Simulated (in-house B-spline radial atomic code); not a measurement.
Atomic self-consistent-field run: Zr6+. Level of theory: scalar-relativistic (X2C) HSE06, spin-polarised, spherical fractional occupations, exact exchange averaged over the configuration, Fermi nucleus of rms radius 4.2694 fm; calculated with an all-electron radial atomic-structure program (B-spline basis).

Command:
```bash
python run_scf.py task.json out
```
Settings (nuclear radius in fm, mass in u):
```
Z                40
configuration    [Ar] 3d10 4s2 4p4
hamiltonian      x2c
method           hse06
spin_polarised   True
nucleus          fermi
rms_radius       4.2694
atomic_mass      89.9047
speed_of_light   137.035999084
exact_exchange   averaged over the configuration
```

Output (hartree, bohr):
```
 radial grid: 67 intervals, B-splines of order 8, outer radius 15.5224 bohr

 iter        energy (Eh)    residual
    1       -3583.824079    4.37e-01
    2       -3587.142163    3.29e-01
    3       -3588.509932    6.48e-02
    4       -3588.572084    1.50e-02
    5       -3588.574336    7.80e-03
    6       -3588.575201    4.14e-04
    7       -3588.575203    4.34e-05
    8       -3588.575203    2.04e-06
    9       -3588.575203    3.09e-08

 total energy                     -3588.57520
 kinetic                            3708.7434
 electron-nucleus                  -8557.1836
 Hartree                            1371.9272
 exact exchange                      -27.0610
 exchange-correlation                -85.0012

 orbital      occ     eigenvalue          <r>       <r^2>       <1/r>       r_max
 1s up      1.000      -660.0340    0.0365871  0.00181638     42.5007     0.02358
 1s down    1.000      -660.0188    0.0365865  0.00181632     42.5013     0.02358
 2s up      1.000       -94.8121     0.162095   0.0310419     9.48101      0.1368
 2s down    1.000       -94.8033     0.162087    0.031038     9.48105      0.1368
 2p up      3.000       -84.8455     0.141506   0.0244937     9.03708      0.1093
 2p down    3.000       -84.8295     0.141515   0.0244962     9.03637      0.1093
 3s up      1.000       -18.3942     0.456775    0.239258     3.19319      0.4076
 3s down    1.000       -18.3732     0.456738    0.239142     3.19216      0.4078
 3p up      3.000       -15.1160     0.460313    0.246845     2.99827      0.4018
 3p down    3.000       -15.0900     0.460459     0.24693     2.99634      0.4021
 3d up      5.000        -9.7297     0.450333    0.244735     2.74774      0.3474
 3d down    5.000        -9.7098     0.449642    0.243722     2.74995      0.3474
 4s up      1.000        -4.9640       1.1505     1.48748     1.18264       1.054
 4s down    1.000        -4.8041      1.15109     1.49138     1.18481        1.05
 4p up      3.000        -4.0266      1.24733     1.75764     1.07015       1.131
 4p down    1.000        -3.9131      1.25196     1.77407     1.06893        1.13

 Slater integrals (Eh)
   F0(4s up,4s up)               0.780643
   F0(4s up,4s down)             0.780467
   F0(4s up,4p up)               0.748263
   G1(4s up,4p up)               0.512886
   F0(4s up,4p down)             0.746837
   F0(4s down,4s down)           0.780294
   F0(4s down,4p up)             0.748066
   F0(4s down,4p down)           0.746642
   G1(4s down,4p down)           0.510302
   F0(4p up,4p up)               0.720302
   F2(4p up,4p up)               0.384917
   F0(4p up,4p down)             0.718998
   F2(4p up,4p down)             0.383470
   F0(4p down,4p down)           0.717701
   F2(4p down,4p down)           0.382039
```

Cost of the run: 1.6 s on 1 thread of Arm Neoverse N1, on a shared host.

One-electron X2C: radii and densities carry no picture-change correction, so inner-shell <1/r> comes out high (for 1s by about 2 % at Z = 33, 5 % at 54, 10 % at 75, 30 % at 118) and <r> low.
